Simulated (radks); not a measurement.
Dipole-allowed excitations along the series with 36 electrons in [Kr]. Method: scalar-relativistic Kohn-Sham, LB94 model potential, spin-unpolarised, spherical densities, finite nucleus; Fermi nuclear charge, rms radius of each element as measured or else 0.836 A^(1/3) + 0.57 fm; computed with a radial shooting solver on a logarithmic mesh with Libxc functionals. Time-dependent linear response with the Hartree and adiabatic LDA kernel, continuum included through the Sternheimer equations, no spin-orbit coupling, so fine structure and intercombination lines are absent. Lines are the poles of the dipole polarisability below minus the highest occupied eigenvalue, found on a grid refined at the orbital gaps; the lowest seven at most are given, and weak or close lines can be missed. The first line takes the name of the lowest orbital gap if no other gap lies below it; otherwise a line is named after a gap within 0.6 % of it, if that gap stands alone.

species	-e(HOMO) (eV)	lowest orbital gap (eV)	first line (eV)	f	static alpha (bohr^3)
Tc7+	152.03	4p-4d 44.648	56.273 (4p-4d)	5.42	1.452
Ru8+	179.57	4p-4d 48.733	61.411 (4p-4d)	5.30	1.187
Rh9+	208.97	4p-4d 52.806	66.481 (4p-4d)	5.17	0.9851
Pd10+	240.21	4p-4d 56.877	71.506 (4p-4d)	5.03	0.8278
Ag11+	273.30	4p-4d 60.957	76.504 (4p-4d)	4.89	0.7032
Cd12+	308.22	4p-4d 65.054	81.492 (4p-4d)	4.76	0.6029
